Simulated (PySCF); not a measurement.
Question: Write Cartesian coordinates for InChI=1S/C2H5PTe/c4-3-1-2-3/h3H,1-2H2 as optimised with PBE0-D3(BJ)/def2-SVP.

Answer: 
```xyz
9
C2H5PTe angstrom
Te     2.957    0.129   -0.812
P      0.966    0.000    0.390
C     -0.553   -0.893   -0.059
C     -0.672    0.622   -0.096
H      0.955    0.043    1.805
H     -1.082   -1.442    0.727
H     -0.510   -1.413   -1.021
H     -1.282    1.116    0.667
H     -0.715    1.098   -1.081
```

Any rigid rotation of these coordinates is as good. Atoms count from 1 in this order. The 3-membered ring P2–C3–C4 has internal angles of 49.4° to 65.3°. P2 (phosphorus bonded to 2 C, Te and H) has angles from 49.4° to 127.9°.

Bonds between heavy atoms (Å): Te1=P2 2.330, P2–C3 1.818, C3–C4 1.520, P2–C4 1.818.

Method: PBE0-D3(BJ)/def2-SVP geometry optimisation, gas phase, def2 core potentials past Kr in PySCF.

Point group: Cs (every atom within 0.08 Å of its image). No PBE0-D3(BJ)/def2-SVP frequencies stand behind this structure, so it isn't proved a minimum.
